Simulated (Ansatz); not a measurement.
Ideal-gas functions of CH4BF2Sb, SMILES `C[BH][Sb]([F])[F]` at 298.15 K and 1 bar, from an Ansatz frequency run at PBE0-D4/def2-TZVP.

Molar mass 186.61 g/mol, point group C1 (symmetry number 1), electronic degeneracy 1, moments of inertia 136.2, 250.644, 276.797 u Å². Harmonic wavenumbers (cm⁻¹, unscaled): 41, 113, 122, 173, 200, 266, 451, 507, 598, 614, 799, 814, 1039, 1112, 1301, 1402, 1453, 2609, 2972, 3089, 3150.

Use S(trans) = R[1.5 ln M + 2.5 ln T − 1.1517]; rotational temperatures θ = 24.2544 K / I; S(rot) = R[ln(√π/σ · √(T³/θAθBθC)) + 1.5]; for each mode x = 1.438777 ν̃/T, S = R[x/(eˣ − 1) − ln(1 − e⁻ˣ)] and H = RT x/(eˣ − 1); 1 cm⁻¹ = 0.0119627 kJ/mol; R = 8.31446 J/(mol·K).

Task: By hand: the entropy, in J/(mol·K).

Result: Translation 174.1. Rotation: θ = 0.1781, 0.0968, 0.0876 K, giving 115.3. Vibration, mode by mode: 21.80, 13.46, 12.84, 10.05, 8.92, 6.79, 3.32, 2.68, 1.90, 1.78, 0.87, 0.82, 0.33, 0.25, 0.11, 0.07, 0.06, 0.00, 0.00, 0.00, 0.00, in all 86.1. Electronic 0.0. Sum 375.5 J/(mol·K).

Task: By hand: H − E and G − E in kJ/mol, counted from the electronic energy.

Result: Zero-point energy ½ × 22825 × 0.0119627 = 136.5; thermal vibration 12.9; translation, rotation and pV give 4 RT = 9.9. H − E = 159.3 kJ/mol, and G − E = 159.3 − 298.15 × 375.5/1000 = 47.3 kJ/mol.

Vibration gives 23 % of the entropy, 48.1 J/(mol·K) of it from the modes under 150 cm⁻¹: soft modes count most, and the harmonic formula is weakest for them. The sum counts one conformer and one mirror image; others add a mixing term.
